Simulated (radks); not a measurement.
Problem. Valence configurations of Pr II (all share [Xe]). Method: scalar-relativistic Kohn-Sham, r2SCAN, spin-polarised, spherical densities, finite nucleus; open shells are filled with parallel spins first (spin-orbit coupling, left out, can overturn this in heavy ions); meta-GGA in the generalised Kohn-Sham scheme; Fermi nuclear charge, rms radius 4.8919 fm; computed with a radial shooting solver on a logarithmic mesh with Libxc functionals. Order these by energy: 4f2 6s2; 4f3 6s1; 4f4; 4f3 6p1; 4f1 5d2 6s1; 4f1 5d1 6p2; 4f3 6s0.5 6p0.5; 5d3 6s1; 5d1 6s1 6p2; 4f1 5d2 6s0.5 6p0.5.

Solution. From the lowest, in eV above it: 4f3 6s1 0.000; 4f3 6s0.5 6p0.5 1.515; 4f4 2.702; 4f3 6p1 2.942; 4f2 6s2 2.995; 4f1 5d2 6s1 7.537; 4f1 5d2 6s0.5 6p0.5 9.401; 4f1 5d1 6p2 16.298; 5d3 6s1 18.034; 5d1 6s1 6p2 31.609. NIST lists [Xe] 4f3 6s1 as the ground configuration; this level of theory agrees among the configurations tried. The energies are those of spherical high-spin densities, not of single terms.
